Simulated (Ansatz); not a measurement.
B₂H₂F₄⁻, that is (F2B-mu-H)2 with one electron more. The state is a doublet with charge -1. Geometry PBE0-D4/def2-SVP, that of the neutral singlet; atoms count from 1.

```
atom   x (Å)   y (Å)   z (Å)
  B1   0.087  -0.153   0.884
  F2   1.169   0.281   1.522
  F3  -0.868  -0.809   1.535
  H4  -0.471   0.882   0.199
  B5  -0.087   0.153  -0.884
  F6   0.868   0.809  -1.535
  F7  -1.169  -0.281  -1.522
  H8   0.471  -0.882  -0.199
```

The highest occupied level of the charge -1 doublet lies above zero (up to 1.54 eV). By energy differences it is unbound by 0.43 eV (vertical, to the charge 0 singlet, at PBE0-D4/def2-TZVPD) and held by the finite basis.

Problem. Estimate the Mulliken populations from the PBE0/def2-TZVPD orbitals of Ansatz.

Solution. 
| atom | charge (e) | spin (α − β) |
| --- | --- | --- |
| B1 | 0.62 | -0.30 |
| F2 | -0.60 | 0.30 |
| F3 | -0.60 | 0.30 |
| H4 | 0.07 | 0.19 |
| B5 | 0.62 | -0.30 |
| F6 | -0.60 | 0.30 |
| F7 | -0.60 | 0.30 |
| H8 | 0.07 | 0.19 |
Mulliken values and Mayer orders depend strongly on the basis. With diffuse functions, as here, like atoms can get unlike values, and bond orders can come out too low or too high.

Problem. Where does the spin sit?

Solution. Summed by element: B -0.60, F 1.22, H 0.38, of 1 unpaired in all. Largest on single atoms: F3 0.30, F7 0.30, F2 0.30.

Problem. And the Mayer bond orders between bonded heavy atoms (over 0.3)?

Solution. B1–F2 0.96 (1.33 Å); B1–F3 0.96 (1.33 Å); B1–B5 1.31 (1.80 Å); B5–F6 0.96 (1.33 Å); B5–F7 0.96 (1.33 Å).
